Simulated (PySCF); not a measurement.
## Calculated data, AlB$_{2}$H$_{4}$N

All values are calculated (PySCF 2.14.0). Calculation on a computer-drawn molecule: the log of a Hartree-Fock and frozen-core CCSD(T) single point meant for a local Hartree-Fock minimum, with one planted fault or none, to be diagnosed. Offsets are logged minus clean, where the clean run is the same molecule without the fault. The reference is restricted for singlets and unrestricted otherwise, and also for a bond in bohr or an excited solution. Adding or removing an electron swaps singlet and doublet. The excited solution moves the top pair (singlet) or top alpha electron (doublet) to the lowest empty orbital. Highest occupied and lowest empty are orbital energies over both spins, largest force is the largest gradient component, triples share is (T) over the correlation energy, the T1 limit is 0.02 restricted and 0.045 unrestricted, electrons count all cores, a negative frequency is imaginary (commonest isotopes), and the dipole is about the centre of nuclear charge.

```yaml
- formula: AlB2H4N
  logged_structure:
    atoms_angstrom:
      - [B, -0.3165, -3.0339, -0.576]
      - ["N", -0.9206, -2.2803, 0.2066]
      - [B, -1.6071, -1.4154, 1.0908]
      - [Al, -1.9842, 0.6424, 0.5344]
      - [H, 0.2528, -3.741, -1.316]
      - [H, -1.9585, -1.8881, 2.1465]
      - [H, -3.3026, 1.0686, -0.2467]
      - [H, -0.9462, 1.8011, 0.866]
  given:
    meant_charge: 0
    meant_multiplicity: 1
    meant_basis: "cc-pV(D+d)Z"
    logged_electrons: 34
    logged_basis_functions: 85
    logged_SCF_converged: "yes"
    logged_spin_squared: 0.0
    "logged_highest_occupied [eV]": -9.0011
    "logged_lowest_empty [eV]": 1.3129
    "logged_largest_force [hartree/bohr]": 2.6846e-05
    "logged_lowest_frequency [cm^-1]": 78.442
    logged_T1_diagnostic: 0.015395
    logged_D1_diagnostic: 0.039089
    logged_triples_share: 0.034069
    logged_CC_converged: "yes"
    "logged_dipole_magnitude [debye]": 2.1287
    logged_SCF_stable_within_its_kind: "yes"
    "logged_energy_HF [hartree]": -348.07326
    "logged_energy_CCSD(T) [hartree]": -348.51051
    possible_faults: "no fault, one electron removed, one electron added, multiplicity raised by two, geometry at a saddle point, SCF held on an excited solution, minimal basis STO-3G, one bond length entered in bohr, all coordinates scaled"
    drawn_bonds_atom: [1, 2, 3, 1, 3, 4, 4]
    drawn_bonds_other_atom: [2, 3, 4, 5, 6, 7, 8]
    drawn_bonds_order: [2, 1, 1, 1, 1, 1, 1]
  results:
    planted_fault: "no fault"
    "HF_energy_offset_from_clean_run [kcal/mol]": 0.0
    "CCSD(T)_energy_offset_from_clean_run [kcal/mol]": 0.0
```
